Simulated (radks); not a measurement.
The numbers below are computed, except where a source is named.
Excited configurations of Mo I: one electron is placed in a higher orbital outside [Kr] 4d5. The ground configuration is [Kr] 4d5 5s1. Level of theory: Dirac Kohn-Sham, PBE, spin-unpolarised, spherical densities, finite nucleus; open shells fill j = l - 1/2 first; Fermi nuclear charge, rms radius 4.4091 fm (a radial shooting solver on a logarithmic mesh with Libxc functionals). Excitation = E - E(ground); binding = E(ion) - E, where the ion is the core of charge +1; n* = 1/sqrt(2 binding) in atomic units, and the quantum defect is n - n*.

| outer orbital | excitation (eV) | binding (eV) | n* | quantum defect |
|---|---|---|---|---|
| 4f5/2 | 5.955 | 0.914 | 3.859 | 0.141 |
| 5p1/2 | 3.055 | 3.813 | 1.889 | 3.111 |
| 5f5/2 | 6.236 | 0.632 | 4.638 | 0.362 |
| 6s1/2 | 4.563 | 2.305 | 2.430 | 3.570 |
| 6p1/2 | 5.166 | 1.703 | 2.827 | 3.173 |
| 6d3/2 | 5.902 | 0.967 | 3.752 | 2.248 |
| 7p1/2 | 5.877 | 0.991 | 3.705 | 3.295 |

The Delta-SCF ionisation energy is 6.868 eV (NIST Atomic Spectra Database: 7.092 eV, measured). Self-interaction in the functional shifts the binding energies and quantum defects, so they are the method's values and not measured ones. Spin polarisation and multiplet splitting are left out, so open shells lie too high by an amount that depends on their filling.

Beside tabulated values, note that spin-unpolarised runs miss the spin-polarisation part of the exchange energy of open shells.
